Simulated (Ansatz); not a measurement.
`BCCBC` → `BCCB` + `[CH2]` (triplet) at 600 K and 1 bar (formal loss of a carbene).

Calculated with Ansatz (gas phase, PBE0-D4/def2-TZVP geometries, no zero-point term in ΔE). CBS: MP2 limit from def2 TZ/QZ plus the TZ coupled-cluster correction, frozen cores. This one scheme is used for every species. Triplets are unrestricted, without spin–orbit coupling. Each species was taken in one conformer, which may not be the lowest.

```tsv
species	CCSD(T)/CBS energy (Eh)	H − E (kJ/mol)	S (J/(mol·K))
`BCCBC`	-169.74101	398.4	472.4
`BCCB`	-130.46678	311.4	372.6
`[CH2]` (triplet)	-39.09499	66.5	220.8
```

H − E and S are ideal-gas, rigid-rotor, harmonic terms from PBE0-D4/def2-TZVP, for one conformer and one mirror image of each species, with the whole ground term of open shells counted as degenerate. 1 Eh = 2625.50 kJ/mol, R = 8.31446 J/(mol·K).

**Question.** By hand: ΔE, ΔH, ΔS and ΔG.

**Answer.** ΔE = (-130.46678) + (-39.09499) − (-169.74101) = 0.17924 Eh = 470.6 kJ/mol. Δ(H − E) = 311.4 + 66.5 − 398.4 = -20.5, so ΔH = 450.1 kJ/mol. ΔS = 372.6 + 220.8 − 472.4 = 121.0 J/(mol·K). ΔG = 450.1 − 600 × (121.0)/1000 = 377.5 kJ/mol.

**Question.** By hand: the equilibrium constant, and the temperature at which ΔG would vanish if ΔH and ΔS stayed fixed.

**Answer.** log₁₀ K = −ΔG/(RT ln 10) = -32.9. ΔG = 0 at ΔH/ΔS = 3720 K, far beyond where these terms or the molecules hold.

The number of gas molecules changes by +1, which sets the sign of ΔS. A doubt of 5 kJ/mol in ΔE shifts log₁₀ K by 0.4 here. Other conformers and mirror images would add mixing entropy, several J/(mol·K) or more a flexible species. Modes under 60 cm⁻¹, often nearly free rotors, make the harmonic entropy too high. A triplet takes part, so the spin changes. These are equilibria of isolated gas molecules and say nothing of rates. Largest T1 diagnostic: 0.011 (customary marks: 0.02 for closed shells, 0.045 for open ones).
